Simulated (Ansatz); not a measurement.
A made-up structure of B₂H₂Se, singlet:

B1  (-0.673, -0.180, -0.437)
B2  (0.529, 0.549, 0.308)
Se3  (0.537, -1.379, 0.483)
H4  (0.690, -2.491, 1.493)
H5  (1.255, 1.385, 0.723)
(Å)

It is relaxed with PBE-D4/def2-SVP and then PBE0-D4/def2-TZVP (Ansatz 0.2.0). Atoms count as bonded within 1.22 times the sum of their covalent radii (H–H: 0.88 Å). The end point is not checked to be a true minimum.

**Question.** Does its bonding change? (A judgement: the text doesn't fix the answer.)

**Answer.** The calculation gives: Yes. Formed: none; broken: B2–Se3.

Where it ends: The first stage lowers the energy by 2.19 eV in 15 steps. It ends as B₂H₂Se ([BH][B][SeH]):
| atom | x (Å) | y (Å) | z (Å) |
| --- | --- | --- | --- |
| B1 | 0.5959 | -0.4457 | 0.3992 |
| B2 | 0.6131 | 1.0646 | 0.3133 |
| Se3 | 0.7916 | -2.2704 | 0.3076 |
| H4 | -0.2528 | -2.7051 | 1.2701 |
| H5 | 0.5904 | 2.2403 | 0.2793 |

Labels in which every atom is bracketed show which atoms are joined, not bond orders.

For scale, one of the runs: PBE0-D4/def2-TZVP relaxation, 122 basis functions, launched by `ansatz run in.yaml --threads 2 --pin off --events-out ev --progress --plain --max-ram 4352MiB`. The run took about 8 s on 2 CPU threads of an AMD EPYC 9B45 (shared host).
